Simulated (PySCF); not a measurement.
In(OH)(OMe)(NH2) (CH6InNO2), SMILES C[O][In]([NH2])[OH].

Coordinates come from a B3LYP-D3(BJ)/def2-SVP optimisation. The structure was generated by enumeration; whether it is a known compound was not checked. The def2 effective core potentials stand for the cores of In; spin–orbit coupling is left out. The values are those of a single conformer.

The numbers are results of ωB97X/def2-TZVP (PySCF), not measurements.

The molecule is in vacuum.

```
Property                                                                                                        Value
---------------------------------------------------------------------------------------------  ----------------------
total energy                                                                                       -437.15050 hartree
highest occupied level                                                                                       -9.80 eV
lowest empty level                                                                                            0.29 eV
orbital gap                                                                                                  10.10 eV
dipole moment                                                                                                  2.47 D
quadrupole, principal values (traceless, Buckingham form, about the centre of nuclear charge)   -8.23, 0.34, 7.89 D·Å
mean static polarisability                                                                       61.3 bohr³ (9.09 Å³)
polarisability, principal values                                                               46.5, 61.2, 76.3 bohr³
```
